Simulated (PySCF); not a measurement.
Kr²⁺: ionisation energy

Kr²⁺ [Ar] 3d10 4s2 4p4 (3P) → Kr³⁺ [Ar] 3d10 4s2 4p3 (4S), as a difference of total energies. All numbers are calculated (PySCF 2.14, scalar relativity by spin-free X2C-1e, in cc-pVDZ-DK (5s4p2d, 27 functions)). Correlated levels: valence: [Ar] 3d10 frozen. The calculations carry no spin-orbit coupling.

```json
{"method": "UHF", "ionisation energy (eV)": "34.233", "difference from reference (eV)": "-1.605"}
{"method": "TPSS", "ionisation energy (eV)": "35.492", "difference from reference (eV)": "-0.346"}
{"method": "MN15", "ionisation energy (eV)": "35.387", "difference from reference (eV)": "-0.451"}
{"method": "MP2 (valence)", "ionisation energy (eV)": "34.637", "difference from reference (eV)": "-1.201"}
{"method": "SCS-MP2 (valence)", "ionisation energy (eV)": "34.646", "difference from reference (eV)": "-1.192"}
{"method": "CCSD (valence)", "ionisation energy (eV)": "34.654", "difference from reference (eV)": "-1.184"}
{"method": "CCSD(T) (valence)", "ionisation energy (eV)": "34.661", "difference from reference (eV)": "-1.177"}
```

Reference: 35.838 ± 0.02 eV (measured; NIST Atomic Spectra Database, ionization energies).

The reference lies between the lowest fine-structure levels, while these numbers refer to the centres of the terms.

Errors of the correlated levels include the incompleteness of this basis and the frozen core.
